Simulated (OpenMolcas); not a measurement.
**In2+: effect of the level shift or regulariser**

```yaml
Program: OpenMolcas
Basis: ANO-R1 [6s5p3d1f]
Scalar_Hamiltonian: X2C, finite nucleus
Active_space: 1 electron in 4 orbitals (5s 5p)
State_averaging: 2S+1 = 2 even, 1 root; 2S+1 = 2 odd, 3 roots
Spin-orbit_coupling: state interaction with AMFI integrals over the reference wave functions, term energies averaged over their components
```

Methods on the same reference wave functions:
A. CASSCF
B. SS-CASPT2, IPEA 0.25 Eh, imaginary shift 0.1 Eh (closed shells correlated: 4d)
C. SS-CASPT2, IPEA 0.25 Eh, sigma2 regulariser 0.3 Eh (closed shells correlated: 4d)

Energies in cm⁻¹ above 5s ²S_1/2, the measured ground level; measured values from Moore, Atomic Energy Levels, vol. III, NSRDS-NBS 35 (1971 reprint of NBS Circular 467, 1958).

```tsv
Level	A	B	C	Measured
5s ²S_1/2	0.0	0.0	0.0	0.0
5p ²P°_1/2	55986	57978	57978	57181
5p ²P°_3/2	60136	62129	62129	61523
```

Deviations, from unrounded energies. A percentage is the sum of absolute deviations over the sum of measured energies, with the sign that they share, or ± where signs differ.

```tsv
Against measurement	Levels	A	B	C
mean absolute deviation (cm-1)	2	1300	700	700
other configurations (%)	2	-2.2	+1.2	+1.2
```

B, C lie about equally close to measurement and A furthest from it. The largest miss of C in the table is 5p ²P°_1/2, by +800 cm-1. The ranking rests on the paired levels alone, and a cruder setting can come out closer through cancelling errors.

Between B and C no level of the table moves by more than 5 cm-1.

The lowest spin-free term lies below A's lowest term by 0.321 hartree in B, 0.321 hartree in C.

With one active electron the reference holds no correlation, so core polarisation is missing (holds for A). With one active electron, CASPT2 adds the correlation within the correlated inactive shells and between them and that electron, and leaves the splitting within a term as the reference gives it (holds for B; C). Computed and measured levels are paired by configuration, term and J; levels that our copy of the source lacks, or whose pairing is in doubt (as where it misses far off the trend of its configuration), stay unpaired and out of the deviations. Only configurations of the active space appear.

° marks odd parity.
